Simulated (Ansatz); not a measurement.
Reaction (redistribution): `N[SiH](Br)C=O` + `N[SiH](Cl)CCl` → `N[SiH](C=O)CCl` + `N[SiH](Cl)Br`

Gas-phase electronic energies from Ansatz, PBE0-D4/def2-TZVP geometries. CCSD(T)/CBS adds triple-zeta CCSD(T) − MP2 to the extrapolated MP2 energy (def2 sets, frozen cores). DFT in def2-TZVPP. B3LYP here is the variant with VWN-RPA as its local correlation; programs differ in this. For Br outer-core shells are correlated without core-valence functions, which leaves a few kJ/mol of doubt a bond. Scalar relativity is left out up to krypton. Each species was taken in one conformer, which may not be the lowest.

```json
{"level": "PBE-D4", "ΔE (kJ/mol)": "16.0", "difference from CCSD(T)/CBS": "2.5"}
{"level": "r2SCAN-D4", "ΔE (kJ/mol)": "15.5", "difference from CCSD(T)/CBS": "2.0"}
{"level": "B3LYP-D4", "ΔE (kJ/mol)": "16.2", "difference from CCSD(T)/CBS": "2.7"}
{"level": "ωB97X-V", "ΔE (kJ/mol)": "14.0", "difference from CCSD(T)/CBS": "0.5"}
{"level": "ωB97M-V", "ΔE (kJ/mol)": "14.0", "difference from CCSD(T)/CBS": "0.5"}
{"level": "PBE", "ΔE (kJ/mol)": "15.1", "difference from CCSD(T)/CBS": "1.6"}
{"level": "PBE0", "ΔE (kJ/mol)": "14.3", "difference from CCSD(T)/CBS": "0.8"}
{"level": "B3LYP", "ΔE (kJ/mol)": "14.7", "difference from CCSD(T)/CBS": "1.2"}
{"level": "HF/def2-TZVPP", "ΔE (kJ/mol)": "13.8", "difference from CCSD(T)/CBS": "0.3"}
{"level": "MP2/def2-TZVPP", "ΔE (kJ/mol)": "14.3", "difference from CCSD(T)/CBS": "0.8"}
{"level": "CCSD/def2-TZVPP", "ΔE (kJ/mol)": "13.8", "difference from CCSD(T)/CBS": "0.3"}
{"level": "MP2/def2-QZVPP", "ΔE (kJ/mol)": "14.0", "difference from CCSD(T)/CBS": "0.5"}
{"level": "SCS-MP2/def2-QZVPP", "ΔE (kJ/mol)": "14.0", "difference from CCSD(T)/CBS": "0.5"}
{"level": "HF/CBS(def2)", "ΔE (kJ/mol)": "13.6", "difference from CCSD(T)/CBS": "0.1"}
{"level": "MP2/CBS(def2)", "ΔE (kJ/mol)": "13.9", "difference from CCSD(T)/CBS": "0.4"}
{"level": "CCSD/CBS(def2)", "ΔE (kJ/mol)": "13.3", "difference from CCSD(T)/CBS": "-0.2"}
{"level": "CCSD(T)/CBS", "ΔE (kJ/mol)": "13.5", "difference from CCSD(T)/CBS": "0"}
```

Largest T1 diagnostic among the species: 0.013.
